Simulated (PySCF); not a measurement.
Vertical excitation energies

Si₅H₁₂.
InChI=1S/H12Si5/c1-5(2,3)4/h1-4H3

Method used: TDDFT CAM-B3LYP/def2-SVPD, vertical, gas phase, core orbitals frozen in the response in PySCF 2.14.0, density-fitted response routines. Isolated species at its PBE0-D3(BJ)/def2-SVP geometry, gas phase.

```
state  λ (nm)  E (eV)       f  |μ| (D)                   main configurations (H = HOMO, L = LUMO)
   S1   185.3    6.69  0.0000     0.01       H-1→L/L+1/L+2 (≥26%), H→L/L+1/L+2 (≥25%), H→L+5 (9%)
   S2   185.3    6.69  0.0000     0.01      H→L/L+1/L+2 (≥29%), H-2→L/L+1/L+2 (≥24%), H→L+4 (17%)
   S3   185.2    6.70  0.0000     0.01  H-1→L/L+1/L+2 (≥28%), H-2→L/L+1/L+2 (≥25%), H-1→L+4 (12%)
   S4   180.1    6.89  0.0057     0.47             H→L+5 (31%), H→L/L+1/L+2 (≥18%), H-1→L+5 (13%)
   S5   180.0    6.89  0.0072     0.52                  H→L+4 (19%), H-1→L+4 (15%), H-1→L+5 (13%)
   S6   179.9    6.89  0.0078     0.55                           H-2→L+4 (42%), H→L/L+1/L+2 (≥9%)
   S7   179.8    6.90  0.0012     0.21                   H-1→L/L+1/L+2 (≥26%), H→L/L+1/L+2 (≥24%)
   S8   179.4    6.91  0.0006     0.15                 H-2→L/L+1/L+2 (≥40%), H-1→L/L+1/L+2 (≥19%)
```

Triplets (Tamm–Dancoff): T1 6.05 eV, H-1→L/L+1/L+2 (≥20%), H→L/L+1/L+2 (≥18%), H-1→L+5 (11%); T2 6.05 eV, H→L/L+1/L+2 (≥24%), H-2→L/L+1/L+2 (≥18%), H→L+4 (17%); T3 6.06 eV, H-1→L/L+1/L+2 (≥25%), H-2→L/L+1/L+2 (≥20%), H-1→L+4 (14%).

The lowest singlet level (S1/S2/S3) lies at 6.69 eV (185 nm, vacuum ultraviolet) and is dark (f under 0.0005). The strongest level in the table is S4/S5/S6 at 6.89 eV (180 nm, f = 0.021 summed). S1/S2/S3 and S4/S5/S6/S7 lie within about 0.01 eV of each other in each set. Löwdin shares by element: HOMO (one of a set within 0.03 eV) silicon 70% or more, hydrogen 5% or more (atoms not listed hold the other 25%); LUMO (one of a set within 0.03 eV) silicon 58% or more (atoms not listed hold the other 42%). Of the 8 states listed, none reaches f = 0.01 and 3 stay under 0.0005. Orbital energies (eV): HOMO-3 -11.16, HOMO-2 -9.23, HOMO-1 -9.22, HOMO -9.21, LUMO 0.71, LUMO+1 0.71, LUMO+2 0.72. The listed states span 0.22 eV, and the widest gap between neighbours is 0.19 eV (S3 to S4). The vertical ionisation energy (ΔSCF) is 9.72 eV, 2.81 eV above S8. Orbitals of the list HOMO-3 to LUMO+2 that lie within 0.01 eV of each other are written together with a slash and their weights summed (≥ marks a lower bound); for degenerate orbitals outside that list single weights are arbitrary. Only the lowest 10 singlets were computed, as vertical energies without vibronic structure. The highest level found (6.96 eV, f 0.0002 so far) is left out, since the window may have cut off a degenerate partner.
